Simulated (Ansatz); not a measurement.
CH₈Si₂Te (`[SiH3]C[Te][SiH3]`), charge 0, multiplicity 1.

**Question.** Give a relaxed structure at PBE0-D4/def2-TZVP (the Gaussian-basis code of Ansatz). (Estimate.)

**Answer.** Ansatz gave: 
Cartesian coordinates in Å:
```
Si 1.307 -0.923 -0.777
C 0.662 0.810 -1.049
Te 0.196 1.797 0.817
Si -1.654 0.264 1.474
H 0.278 -1.731 -0.070
H 1.610 -1.585 -2.078
H 2.542 -0.878 0.045
H 1.419 1.446 -1.512
H -0.231 0.840 -1.673
H -1.195 -0.988 2.128
H -2.443 -0.082 0.263
H -2.491 1.031 2.432
```
This is one stationary point; other conformers may exist.
